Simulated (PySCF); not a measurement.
**The Sn–Cl bond energy of SnCl₄**

These are results of PySCF, PBE0, basis Sn def2-SVP with ECP28, Cl def2-SVP (scalar-relativistic core potentials, no spin–orbit coupling, density fitting), not measurements.

Each entry is the lowest minimum that a search over a few typed start shapes (and spin states, where more than one is plausible) found, or that minimum re-optimised at the stated level; isomers with ligand–ligand bonds, or fragments after loss of a ligand pair, can lie lower.

Total energies (Eh), which compare only within these settings: Cl atom -459.83854.

```csv
species,2S+1,group,E (Eh),ZPE (kJ/mol)
SnCl₃,2,C3v,-1594.13013,8.3
SnCl₄,1,Td,-2054.09490,12.9
```

What are De and D0 for SnCl₄ → SnCl₃ + Cl?

De = [(-1594.13013) + (-459.83854) − (-2054.09490)] × 2625.5 = 331 kJ/mol. The zero-point energy changes by -4.5 kJ/mol, so D0 = 327 kJ/mol.

Atoms and open shells are unrestricted, without spin–orbit or basis-set superposition corrections.

Spin–orbit coupling can matter for elements this heavy.
